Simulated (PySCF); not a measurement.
Zinc: a sound run and one with changed settings

Sound run: Zn [Ar] 3d10 4s2, Zn⁺ [Ar] 3d10 4s1. Calculation: PySCF 2.14, in pcseg-2; the non-relativistic Hamiltonian (point nucleus). In the sound run the correlated levels freeze [Ar]. The sound run starts from symmetry-adapted Hartree-Fock orbitals and uses a fine grid where one is needed.

Changed run: initial guess 1e, at most 50 SCF cycles.

```json
{"species": "Zn", "method": "UHF", "sound run (hartree)": "-1777.81595", "changed run (hartree)": "-1777.81595", "converged": "yes"}
{"species": "Zn", "method": "r2SCAN", "sound run (hartree)": "-1779.40659", "changed run (hartree)": "-1779.40659", "converged": "yes"}
{"species": "Zn⁺", "method": "UHF", "sound run (hartree)": "-1777.53461", "changed run (hartree)": "-1777.53461", "converged": "yes"}
{"species": "Zn⁺", "method": "r2SCAN", "sound run (hartree)": "-1779.06857", "changed run (hartree)": "-1779.06857", "converged": "yes"}
```

Here the plain start reaches the same solutions.
